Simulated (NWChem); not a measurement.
System: GeI cation, singlet

Results from NWChem. Low-valent species are run as closed-shell singlets; no triplet was tried in these runs. The geometry was optimised at PBE0/def2-SVP. def2 effective core potentials on I; no spin-orbit coupling. Static field.

```
level                isotropic polarisability (bohr³)  anisotropy (bohr³)
-------------------  --------------------------------  ------------------
PBE/def2-SVPD                                    54.6                40.7
B3LYP/def2-SVPD                                  54.2                40.2
BHandHLYP/def2-SVPD                              53.8                38.5
```
